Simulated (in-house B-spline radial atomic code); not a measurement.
RPA and G0W0 on SCAN: Ag

Configuration [Kr] 4d10 5s1, highest spin, mean-field start SCAN. Computed with a B-spline radial code for spherical atoms: all electrons, non-relativistic, point nucleus, each spin shell either full or empty, empty states to l = 9 with an (l + 1/2)⁻⁴ tail; G0W0 by contour deformation at full frequency.

Without relativity these are model numbers: it shifts the levels of so heavy an element strongly and can reorder them.

Command:
```bash
python run_gw.py task.json out
```
Settings (radii: box in bohr, nucleus in fm):
```
Z                        47
electrons                47
configuration            [Kr] 4d10 5s1
hamiltonian              nr
method                   scan,scan
lmax                     9
spin_polarised           True
box_radius               40
intervals                57
ion_configuration        [Kr] 4d10
```

Cost of the run: 5.1 s on 1 thread of Arm Neoverse V2, on a shared host.

Energies (hartree):

| term | value |
| --- | --- |
| mean-field total | -5200.45413 |
| Hartree-Fock functional on these orbitals | -5197.67087 |
| direct second order | -4.1424 |
| second-order exchange | 1.1469 |
| SOSEX correction | 1.0463 |

**Question.** What is the RPA correlation energy, and what remains with SOSEX?

**Answer.** RPA gives -3.5495 hartree (-2.06 eV per electron); RPA + SOSEX gives -2.5032, and the second-order doubles -2.9955 hartree (no singles). RPA lacks exchange-type terms and so overcorrelates at short range.

Quasi-particle levels (eV):

```json
{"level": "5s up", "occupied": "yes", "mean field": "-4.617", "Σx - vxc": "-1.56", "Σc": "?", "QP weight": "?", "G0W0": "?"}
{"level": "5s down", "occupied": "no", "mean field": "-3.028", "Σx - vxc": "4.37", "Σc": "-2.36", "QP weight": "0.866", "G0W0": "-1.024"}
```

G0W0 = mean field + (Σx - vxc) + Σc, with Σc (partial-wave tail included) taken at the quasi-particle energy. Only the outer levels were computed. Levels of low weight are left out.

**Question.** Where does G0W0 put 5s up?

**Answer.** At -7.414 eV, with Σc = -1.24 eV and a quasi-particle weight of 0.881. The tabulated removal energy is 7.576 eV (NIST, measured); the calculation leaves out relativity, Breit and QED terms, and what these don't explain is the method's own error.

**Question.** What does it cost to remove one electron (to [Kr] 4d10) by differences of total energies, each species on its own start (correlation terms add to the Hartree-Fock functional)?

**Answer.** SCAN 7.364 eV, Hartree-Fock functional 5.657 eV, + RPA 7.438 eV, + RPA + SOSEX 6.736 eV, + second order 7.984 eV. Tabulated: 7.576 eV (NIST, measured); the calculation leaves out relativity, Breit and QED terms, and what these don't explain is the method's own error.
